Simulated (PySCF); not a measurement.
# Worked example: chemical shift, span and skew from a shielding tensor

Mg(Me)(OMe) (C2H6MgO), SMILES C[O][Mg][CH3]. Atoms are numbered in the order given.

```xyz
10

Mg     0.0000     0.0000     0.6278
C      0.0000     0.0000     2.7108
H     -0.1387    -1.0150     3.1199
H     -0.8097     0.6276     3.1199
H      0.9483     0.3874     3.1199
O      0.0000     0.0000    -1.1507
C      0.0000     0.0000    -2.5209
H      0.4215     0.9357    -2.9424
H      0.5996    -0.8329    -2.9424
H     -1.0211    -0.1028    -2.9424
```

Geometry optimised at PBE0-D3(BJ)/def2-SVP. The values are those of a single conformer.

GIAO shieldings from PySCF with PBE0/pcSseg-1, non-relativistic, no solvent. The symmetric part of the tensor of C2 has the principal values 198.4, 221.3, 221.3 ppm. The same nucleus in TMS has σ = 186.3 ppm at this level (PySCF, at its B3LYP-D3(BJ)/def2-TZVP geometry).

Work out the isotropic shielding, the ¹³C shift against TMS, the span and the skew.


σ(iso) = (σ11 + σ22 + σ33)/3 = 213.7 ppm. δ = σ(ref) − σ(iso) = 186.3 − (213.7) = -27.4 ppm.
Span Ω = σ33 − σ11 = 22.9 ppm. Skew κ = 3(σ(iso) − σ22)/Ω = -1.00, an axial tensor. Tumbling in solution averages the tensor to δ; in a static solid the shielding alone would spread this spin-1/2 line over Ω.
